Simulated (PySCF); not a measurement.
## From computed data to an observable: dipole moment from atomic charges

F2H2SSi, SMILES [SiH](F)(S)F. Atoms are numbered in the order given.

```xyz
6

Si    -0.3875     0.2270     0.3637
F     -1.5495    -0.7812    -0.1040
F     -0.5806     1.6044    -0.4489
S      1.4357    -0.7140    -0.1433
H     -0.5474     0.5439     1.7970
H      2.1724     0.2925     0.3796
```

Geometry optimised at PBE0-D3(BJ)/def2-SVP. The values are those of a single conformer.

Charges (e) from ωB97X/def2-TZVPD in PySCF:

```json
[
 {"atom": "Si1", "ESP fit": "0.484", "IAO": "1.434"},
 {"atom": "F2", "ESP fit": "-0.173", "IAO": "-0.534"},
 {"atom": "F3", "ESP fit": "-0.227", "IAO": "-0.536"},
 {"atom": "S4", "ESP fit": "-0.224", "IAO": "-0.309"},
 {"atom": "H5", "ESP fit": "-0.038", "IAO": "-0.165"},
 {"atom": "H6", "ESP fit": "0.177", "IAO": "0.110"}
]
```

The dipole moment of the full density is 2.01 D.

**Question.** What dipole moment does each set of point charges give, and which comes closer to that of the density?

**Answer.** 
μ = Σ q r, and 1 e Å = 4.8032 D.
ESP fit: Σ q r = (0.296, 0.072, 0.327) e Å, |μ| = 2.15 D.
IAO: Σ q r = (0.469, 0.046, 0.607) e Å, |μ| = 3.69 D.
ESP fit comes closer in size. Point charges leave out the atoms' own dipoles (lone pairs, polarised bonds); fits to the potential absorb them, partitions of the density don't.
